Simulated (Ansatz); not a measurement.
# One elementary step

Start structure (Si2H5OF5, singlet), relaxed at PBE0-D4/def2-TZVP:

Si1  (-0.791, -0.233, 1.378)
O2  (-0.247, -0.469, -0.128)
Si3  (-0.844, -0.081, -1.651)
F4  (-1.276, 1.237, 1.595)
F5  (0.349, -0.605, 2.379)
F6  (-2.015, -1.178, 1.644)
H7  (2.252, 0.971, 0.504)
F8  (1.746, 1.687, 0.824)
H9  (1.444, -0.746, -0.177)
F10  (2.379, -0.631, -0.197)
H11  (-1.028, -1.353, -2.384)
H12  (0.163, 0.775, -2.312)
H13  (-2.132, 0.626, -1.473)
(Å)

The step: Si₂H₃OF₃ ([F][Si]([F])([F])[O][SiH3]) + HF + HF → SiF₄ ([F][Si]([F])([F])[F]) + SiH₄O ([OH][SiH3]) + HF (still joined by a long Si–O bond); bonds formed: Si1–F8, O2–H9, H7–F10; bonds broken: H7–F8, H9–F10; bonds weakened to dative contacts: Si1–O2. Computed with Ansatz 0.2.0 (basis: def2-TZVPP and def2-QZVPP); correlated methods freeze the cores. Extrapolation: Hartree–Fock as exp(−7.88 √X), correlation as X^−2.97. Energies below are by CCSD(T) at an estimated basis limit (MP2 extrapolated from triple and quadruple zeta, plus CCSD(T) − MP2 in triple zeta).

Task: What are the electronic barrier and the energy of the step, from the start structure to the end structure? (Judge from chemistry; the value comes from the calculation.)

Result: By the calculation: Barrier 57.1 kJ/mol; step energy 13.9 kJ/mol (uphill); reverse barrier, their difference, 43.2 kJ/mol. Barrier and step energy count from the start structure, the reverse barrier from the end structure.

The saddle point: One imaginary mode of 656i cm⁻¹.
```tsv
pair	start (Å)	saddle (Å)	end (Å)
Si1–F8	3.23	1.90	1.68
O2–H9	1.71	1.21	0.99
H7–F10	1.75	1.18	0.95
Si1–O2	1.62	1.71	1.80
H7–F8	0.93	1.10	1.59
H9–F10	0.94	1.13	1.61
```

Zero-point energy (harmonic, PBE0-D4): ZPE is 169.8 kJ/mol at the start and 164.3 kJ/mol at the saddle, so the barrier goes from 57.1 to 51.6 kJ/mol.

No T1 diagnostic of these runs exceeds 0.012.

Steps of this kind, hydrogen fluoride cutting a network bond, underlie vapour etching and the fluorination step of atomic layer etching. Here a small cluster stands in for the surface site.

Labels in which every atom is bracketed show which atoms are joined, not bond orders.

For scale, one of the runs: CCSD(T)/def2-TZVPP, 340 basis functions, launched by `ansatz run in.yaml --threads 4 --pin off --events-out ev --progress --plain --max-ram 46080MiB --backend cuda --devices 0, --max-vram 37GiB`. The run took 13 s on 4 CPU threads of an AMD EPYC 7R13 and a share of one NVIDIA H100 (shared host), with 0.85 GiB of host memory at its peak.
